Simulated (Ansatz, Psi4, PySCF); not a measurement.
CH3NO, triplet, at a GFN2-xTB geometry (a higher spin typed on purpose: for a closed-shell molecule this is an excited state). Base run: MP2/6-31G* (PySCF).

Here is a job for PySCF.
```python
from pyscf import gto, scf, mp

mol = gto.M(
    atom='''
N    -1.13722207    0.20028280   -0.10649538
C     0.26362244    0.31632769    0.20402162
O     1.11258508   -0.61146689   -0.09803474
H    -1.48720697   -0.66705586    0.29036450
H    -1.66033283    0.98487706    0.26520907
H     0.62567895    1.27396809   -0.24995774
''',
    basis='6-31g*',
    spin=2,
    verbose=4,
)

mf = scf.UHF(mol)
mf.kernel()

pt = mp.MP2(mf)
pt.kernel()
print('E(MP2) = %.10f' % pt.e_tot)
```

The same geometry, method and basis name were run in Ansatz (a first-principles code) and Psi4 and PySCF, at each program's defaults and at the settings that a row names. The base is PySCF at its defaults. Differences at the defaults can come from grids, fitting, cores and function types together.

```
code and settings                                                                                     ΔE vs base (mEh)  basis functions      E (Eh)  SCF cycles
----------------------------------------------------------------------------------------------------  ----------------  ---------------  ----------  ----------
PySCF, defaults (exact integrals, spherical functions, all electrons correlated)                                 0.000               48  -169.21993          20
Psi4, defaults (density fitting with its default set, Cartesian functions, all electrons correlated)           -10.325               51  -169.23025          21
Ansatz, defaults (factorised integrals, Cartesian functions, frozen core)                                       -0.110               51  -169.22004           -
PySCF, frozen core                                                                                               6.084               48  -169.21385          20
Psi4, exact integrals, spherical functions, frozen core                                                          6.085               48  -169.21384          21
Ansatz, high accuracy, frozen core, Cartesian functions as the basis file defines them                          -0.114               51  -169.22004           -
```

Open shells are given as the SCF converged; they aren't shown to be the lowest states, and a large step between rows can be another state.
